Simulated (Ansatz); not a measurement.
The cluster Ti₂H₂⁻. The state is a doublet with charge -1. Geometry r2SCAN-D4/def2-TZVP, that of the neutral singlet; atoms count from 1.

```xyz
4

Ti    0.5732   -0.4424   -0.6086
Ti   -0.5734    0.4422    0.6085
H    -1.6276    1.2588    1.7303
H     1.6278   -1.2586   -1.7303
```

The highest occupied level of the charge -1 doublet lies above zero (up to 0.50 eV). Its loss leaves the charge 0 singlet, which lies 1.24 eV higher (vertical, at PBE0-D4/def2-TZVPD), but this difference is unsure: the singlet is doubtful (at the level of its geometry, restricted singlet, unstable towards broken spin symmetry). The structure comes from a short search, and lower isomers may exist.

**Question.** Estimate the Mulliken populations from the PBE0/def2-TZVPD orbitals of Ansatz.

**Answer.** 
| atom | charge (e) | spin (α − β) | d electrons |
| --- | --- | --- | --- |
| Ti1 | -0.27 | 0.52 | 2.99 |
| Ti2 | -0.27 | 0.52 | 2.99 |
| H3 | -0.23 | -0.02 | – |
| H4 | -0.23 | -0.02 | – |
Mulliken values and Mayer orders depend strongly on the basis. With diffuse functions, as here, like atoms can get unlike values, and bond orders can come out too low or too high.

**Question.** Where does the spin sit?

**Answer.** Summed by element: Ti 1.03, H -0.03, of 1 unpaired in all. Largest on single atoms: Ti2 0.52, Ti1 0.52, H3 -0.02.

**Question.** And the Mayer bond orders between bonded heavy atoms (over 0.3)?

**Answer.** Ti1–Ti2 3.54 (1.89 Å).
